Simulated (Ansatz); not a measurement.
**Stretch profile**

Si$_{2}$H$_{4}$S$_{2}$, closed shell, at its PBE0-D4/def2-TZVP minimum:

```tsv
atom	x (Å)	y (Å)	z (Å)
Si1	0.0303	1.3241	-0.3881
S2	1.0325	-0.3709	-1.2272
Si3	-0.0075	-1.3384	0.3740
S4	-1.0142	0.3557	1.2096
H5	0.9837	2.3459	0.1079
H6	-0.8969	1.9585	-1.3561
H7	-0.9583	-2.3643	-0.1186
H8	0.9224	-1.9676	1.3428
```

The bond length Si3–H7 (1.483 Å at the minimum) is set to the values below, the two halves moving rigidly along the bond. Each method's energies count from its own value at the PBE0-D4 minimum structure. Computed with Ansatz 0.2.0 (basis: def2-TZVPP); correlated methods freeze the cores. B3LYP uses VWN-RPA correlation.

CCSD(T) energies along the scan:
```tsv
bond length (Å)	CCSD(T) (kcal/mol)
1.335	5.24
1.364	3.16
1.408	1.08
1.459	0.06
1.515	0.29
1.576	1.80
1.641	4.51
1.709	8.21
1.780	12.72
```
They count from the CCSD(T) energy at the PBE0-D4 minimum.

Minimum and curvature along this coordinate at CCSD(T): A fifth-order fit through the nearest points gives 1.476 Å, with a curvature of about 18 eV/Å².

Q: Treat the two halves as rigid bodies and work out the harmonic wavenumber of this stretch from that curvature (ν̃ = 521.5 √(k/μ) cm⁻¹ with k in eV/Å² and μ in u).

A: The halves weigh 123.33 and 1.01 u, so μ = 123.33 × 1.01/124.34 = 1.002 u and ν̃ = 521.5 √(18/1.002) ≈ 2200 cm⁻¹. A true normal mode mixes in other motions, so this is a guide only.

Largest difference from the CCSD(T) curve over the scan: r2SCAN-D4 0.78; PBE0-D4 0.70; B3LYP-D4 0.53; HF 1.83 kcal/mol. Each curve counts from its own value at the minimum.

No T1 diagnostic of these runs exceeds 0.012.

For scale, one of the runs: CCSD(T)/def2-TZVPP, 224 basis functions (an equivalent command: `ansatz run in.yaml --threads 4`). Time: 45 s of wall clock on 4 CPU threads; the host was shared. Peak host memory: 3.1 GiB.
